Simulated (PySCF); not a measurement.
**How methods differ on the ionisation energy of Lu⁶⁰⁺**

Lu⁶⁰⁺ [Ne] 3s1 [3s1/2^1, M_J = 1/2] → Lu⁶¹⁺ [Ne], as a difference of total energies. Computed with PySCF 2.14 in an uncontracted even-tempered set (18 s from 19 bohr⁻², ratio 2.4; 14 p from 24 bohr⁻², ratio 2.4; 4 d from 77 bohr⁻², ratio 2.6; 4 f from 120 bohr⁻², ratio 2.6), with the two-component X2C-1e Hamiltonian. Correlated levels: 1s2 frozen; the 54 highest virtual spinors dropped. "Screened" scales the spin-orbit matrix elements by Boettger's factors to mimic the two-electron term; Breit and QED terms are absent.

```
                    method  ionisation energy (eV)
           GHF (spin-free)                  6457.7
          GMP2 (spin-free)                  6458.5
 GHF (screened spin-orbit)                  6457.2
GMP2 (screened spin-orbit)                  6458.0
```

Breit and QED terms and the two-electron picture change are absent.

For comparison: 6452 ± 10 eV (theoretical estimate listed by NIST; NIST Atomic Spectra Database, ionization energies).
